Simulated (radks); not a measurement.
Valence configurations of Sr II (all share [Kr]). Calculated with a radial shooting solver on a logarithmic mesh with Libxc functionals: Dirac Kohn-Sham, PBE, spin-unpolarised, spherical densities, finite nucleus; open shells fill j = l - 1/2 first; Fermi nuclear charge, rms radius 4.224 fm. Energies are relative to 5s1; eigenvalues in eV.

| valence | E (eV) | e(4d3/2) | e(5p1/2) | e(5s1/2) |
|---|---|---|---|---|
| 5s1 | 0.000 | - | - | -8.347 |
| 5p1 | 2.863 | - | -6.094 | - |
| 4d0.5 5s0.5 | 0.815 | -6.158 | - | -7.895 |
| 5s0.5 5p0.5 | 1.429 | - | -5.801 | -8.665 |
| 4d1 | 1.731 | -5.585 | - | - |

NIST lists [Kr] 5s1 as the ground configuration; this level of theory agrees among the configurations tried. The energies are those of spherical spin-averaged densities, not of single terms.
